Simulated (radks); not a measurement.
Values are calculated unless marked as measured or tabulated.
Problem. The lanthanum ion La10+ is in [Kr] 4d10 5s1. Code: a radial shooting solver on a logarithmic mesh with Libxc functionals. Model: scalar-relativistic Kohn-Sham, BLYP, spin-polarised, spherical densities, finite nucleus; Fermi nuclear charge, rms radius of each element as measured or else 0.836 A^(1/3) + 0.57 fm. Open shells are filled with parallel spins first. One electron is removed from 4d, 4s, 4p, 5s in turn, with full relaxation. Which removal costs least, and what does each cost?

Solution. 5s 170.62 eV; 4d 256.53 eV; 4p 354.53 eV; 4s 421.99 eV. The 5s electron leaves first.
